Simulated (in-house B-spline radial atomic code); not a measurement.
Ionisation energies along the 23-electron series, configuration [Ar] 3d5, as differences of self-consistent energies. NIST's values go from ground level to ground level; the uncertainty of those that are theory runs from under 0.1 % in few-electron ions to several per cent in heavy many-electron ones. Computed with a B-spline radial code for spherical atoms: non-relativistic Hartree-Fock, average of the configuration, point nuclei.

This level leaves out relativity, spin-orbit splitting included, which matters for heavy ions.

| ion | configuration after | ionisation energy (eV) | IE/(q+1)² (eV) | -ε less Coulomb ΔSCF (eV) | tabulated value (eV) | tabulated kind | computed minus tabulated (eV) |
| --- | --- | --- | --- | --- | --- | --- | --- |
| Tc20+ | [Ar] 3d4 | 901.6 | 2.0444 | 2.5825 | 904 | tabulated theory | -2.4 |
| Ru21+ | [Ar] 3d4 | 979.4 | 2.0236 | 2.5883 | 981 | tabulated theory | -1.6 |
| Rh22+ | [Ar] 3d4 | 1060.3 | 2.0043 | 2.5938 | 1061 | tabulated theory | -0.7 |
| Pd23+ | [Ar] 3d4 | 1144.2 | 1.9865 | 2.599 | 1145 | tabulated theory | -0.8 |
| Ag24+ | [Ar] 3d4 | 1231.2 | 1.9699 | 2.604 | 1231 | tabulated theory | 0.2 |
| Cd25+ | [Ar] 3d4 | 1321.2 | 1.9545 | 2.6086 | 1320 | tabulated theory | 1.2 |
| In26+ | [Ar] 3d4 | 1414.3 | 1.94 | 2.6131 | 1413 | tabulated theory | 1.3 |
| Sn27+ | [Ar] 3d4 | 1510.4 | 1.9265 | 2.6173 | 1508 | tabulated theory | 2.4 |
| Sb28+ | [Ar] 3d4 | 1609.5 | 1.9138 | 2.6213 | 1606 | tabulated theory | 3.5 |
| Te29+ | [Ar] 3d4 | 1711.7 | 1.9019 | 2.6252 | 1707 | tabulated theory | 4.7 |
| I30+ | [Ar] 3d4 | 1816.9 | 1.8907 | 2.6288 | 1812 | tabulated theory | 4.9 |
| Xe31+ | [Ar] 3d4 | 1925.2 | 1.88 | 2.6323 | 1919 | tabulated theory | 6.2 |
| Cs32+ | [Ar] 3d4 | ? | ? | ? | ? | tabulated theory | ? |
| Ba33+ | [Ar] 3d4 | ? | ? | ? | ? | tabulated theory | ? |
| La34+ | [Ar] 3d4 | 2268.1 | 1.8515 | 2.642 | 2259 | tabulated theory | 9.1 |
| Ce35+ | [Ar] 3d4 | 2388.5 | 1.843 | 2.6449 | 2378 | tabulated theory | 10.5 |
| Pr36+ | [Ar] 3d4 | 2511.9 | 1.8349 | 2.6477 | 2501 | tabulated theory | 10.9 |
| Nd37+ | [Ar] 3d4 | 2638.4 | 1.8271 | 2.6505 | 2627 | tabulated theory | 11.4 |
| Pm38+ | [Ar] 3d4 | ? | ? | ? | ? | tabulated theory | ? |
| Sm39+ | [Ar] 3d4 | 2900.4 | 1.8127 | 2.6556 | 2887 | tabulated theory | 13.4 |

Q: Fill in the row of Cs32+.

A: ionisation energy (eV): 2036.5; IE/(q+1)² (eV): 1.87; -ε less Coulomb ΔSCF (eV): 2.6357; tabulated value (eV): 2029; computed minus tabulated (eV): 7.5.

Q: Fill in the row of Ba33+.

A: ionisation energy (eV): 2150.8; IE/(q+1)² (eV): 1.8605; -ε less Coulomb ΔSCF (eV): 2.6389; tabulated value (eV): 2142; computed minus tabulated (eV): 8.8.

Q: Fill in the row of Pm38+.

A: ionisation energy (eV): 2767.9; IE/(q+1)² (eV): 1.8198; -ε less Coulomb ΔSCF (eV): 2.6531; tabulated value (eV): 2755; computed minus tabulated (eV): 12.9.
